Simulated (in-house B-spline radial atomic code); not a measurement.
Configurations of Te²⁺, with energies counted from [Kr] 4d10 5s2 (5p1/2)2. Method: Dirac-Hartree-Fock, average of each configuration as written, Fermi nucleus of rms radius 4.7423 fm. Calculated with a B-spline radial code for spherical atoms. Energies include first-order Breit, QED and recoil terms.

Occupations are held fixed; configurations that lie above the ionisation limit could autoionise.

```
                                             configuration  E - E(ref) (eV)  highest orbital  its <r> (bohr)
                                    [Kr] 4d10 5s2 (5p3/2)2           1.6305            5p3/2            2.39
                           [Kr] 4d10 5s2 (5p3/2)1 (9f5/2)1           25.931            9f5/2           35.97
                           [Kr] 4d10 5s1 (5p1/2)2 (8g7/2)1           34.509            8g7/2           28.56
[Ar] 3d10 4s2 (4p1/2)1 (4p3/2)4 4d10 5s2 (5p1/2)2 (7f7/2)1           156.48            7f7/2           19.39
          [Ar] (3d3/2)4 (3d5/2)5 4s2 4p6 4d10 5s2 (5p3/2)3            576.6            5p3/2           2.266
```

Order these further configurations by energy, lowest first.
A. [Kr] 4d10 5s1 (5p1/2)1 (5p3/2)1 (6g9/2)1
B. [Kr] 4d10 5s2 (5p1/2)1 (5p3/2)1
C. [Kr] 4d10 5s1 (5p1/2)1 (5p3/2)1 (9d5/2)1
D. [Kr] 4d10 5s2 (5p1/2)1 (7g9/2)1
E. [Kr] (4d3/2)4 (4d5/2)5 5s2 (5p1/2)1 (5p3/2)2

B (0.43802 eV), D (23.893 eV), A (33.553 eV), C (34.519 eV), E (41.314 eV).
